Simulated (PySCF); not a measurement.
Job file and geometry (Å, from GFN2-xTB) of an NMR shielding run on `CCC#[N+][BH2-]OCB(O)O`, C₄H₁₁B₂NO₃, GIAO PBE0/pcSseg-1 NMR shielding, non-relativistic, gas phase (PySCF); density fitting, a coarse starting grid and PySCF grid level 2 are the driver's defaults:

```
$ OMP_NUM_THREADS=1 python probes_run.py task.json out

{"job": {"kind": "nmr", "xc": "PBE0", "basis": "pcSseg-1"}, "charge": 0, "multiplicity": 1}
C     -3.611644    -0.643800    -0.132925
C     -2.259313    -0.133448    -0.642169
C     -1.419284     0.276141     0.447626
N     -0.834903     0.588669     1.389173
B      0.584982     0.928478     2.000883
O      1.485916     0.174470     1.176135
C      1.674251     0.558181    -0.166316
B      2.842026    -0.360191    -0.784748
O      3.169187    -0.275961    -2.092064
O      3.476212    -1.232922     0.030607
H     -3.472418    -1.497032     0.525885
H     -4.226743    -0.949228    -0.974964
H     -4.132519     0.136324     0.416327
H     -1.741957    -0.923116    -1.194922
H     -2.400778     0.720597    -1.311551
H      0.583509     0.503393     3.103696
H      0.621973     2.119874     1.887886
H      0.726586     0.436282    -0.727401
H      1.915769     1.630398    -0.227512
H      3.886739    -0.861877    -2.340154
H      3.123488    -1.178289     0.925443
```

Question: What does the program print?

Answer: 
```
coarse grid: 17656 points
cycle   1  E = -488.3537221158  dE =  1.401e+00  |g| = 1.084e+00  |ddm| = 3.921e+00
cycle   2  E = -487.8290503867  dE =  5.247e-01  |g| = 1.929e+00  |ddm| = 2.454e+00
cycle   3  E = -488.5605543850  dE = -7.315e-01  |g| = 3.667e-01  |ddm| = 1.881e+00
cycle   4  E = -488.5852256746  dE = -2.467e-02  |g| = 1.206e-01  |ddm| = 2.975e-01
cycle   5  E = -488.5870224981  dE = -1.797e-03  |g| = 7.276e-02  |ddm| = 1.048e-01
cycle   6  E = -488.5880589778  dE = -1.036e-03  |g| = 1.604e-02  |ddm| = 4.870e-02
cycle   7  E = -488.5881065834  dE = -4.761e-05  |g| = 2.997e-03  |ddm| = 1.220e-02
cycle   8  E = -488.5881086883  dE = -2.105e-06  |g| = 6.747e-04  |ddm| = 3.344e-03
final grid: 170960 points
cycle   9  E = -488.6718341142  dE = -6.204e-05  |g| = 1.178e-02  |ddm| = 3.418e-02
cycle  10  E = -488.6718133417  dE =  2.077e-05  |g| = 1.610e-02  |ddm| = 1.689e-02
cycle  11  E = -488.6718617813  dE = -4.844e-05  |g| = 1.846e-03  |ddm| = 1.033e-02
cycle  12  E = -488.6718624612  dE = -6.798e-07  |g| = 5.097e-04  |ddm| = 1.890e-03
cycle  13  E = -488.6718624984  dE = -3.718e-08  |g| = 2.669e-04  |ddm| = 4.174e-04
cycle  14  E = -488.6718625119  dE = -1.359e-08  |g| = 9.372e-05  |ddm| = 1.963e-04
cycle  15  E = -488.6718625137  dE = -1.769e-09  |g| = 1.829e-05  |ddm| = 6.537e-05
cycle  16  E = -488.6718625138  dE = -6.094e-11  |g| = 4.485e-06  |ddm| = 1.551e-05
converged SCF energy = -488.6718625138

GIAO shielding tensors (ppm)
atom      isotropic    diamagn.    paramagn.     s11        s22        s33       span
  0 C      173.393     243.263     -69.870    162.857    169.292    188.029     25.172
  1 C      173.155     250.500     -77.345    160.579    173.385    185.500     24.921
  2 C       51.861     273.298    -221.437    -50.667    -32.288    238.539    289.205
  3 N       27.851     339.866    -312.015   -148.182    -81.429    313.164    461.346
  4 B      107.678     190.612     -82.934     94.711    103.327    124.995     30.283
  5 O      285.545     401.230    -115.685    202.801    297.048    356.787    153.987
  6 C      129.436     256.787    -127.351     95.731    116.564    176.012     80.281
  7 B       70.038     196.769    -126.731     55.283     61.333     93.499     38.216
  8 O      231.360     384.778    -153.418    133.548    270.605    289.928    156.380
  9 O      205.277     389.086    -183.809     64.968    247.949    302.915    237.947
 10 H       30.158      27.777       2.382     25.738     28.645     36.092     10.354
 11 H       30.293      25.388       4.906     25.625     27.306     37.949     12.324
 12 H       30.173      26.242       3.931     25.824     28.384     36.311     10.487
 13 H       28.751      33.253      -4.503     22.778     28.958     34.515     11.737
 14 H       28.873      30.681      -1.808     23.716     28.146     34.757     11.041
 15 H       28.818      31.371      -2.553     24.954     28.732     32.769      7.814
 16 H       28.641      31.887      -3.246     24.604     28.925     32.394      7.790
 17 H       28.926      40.000     -11.075     24.553     30.598     31.626      7.073
 18 H       28.749      32.893      -4.144     25.396     26.828     34.023      8.627
 19 H       27.594      28.135      -0.542     21.532     23.064     38.185     16.654
 20 H       25.203      34.553      -9.350     16.615     26.061     32.933     16.318
```

Size and cost of the density-fitted run: 225 basis functions, 54 s wall time on 1 thread of an Arm Neoverse V2, shared host; peak memory 0.98 GiB.
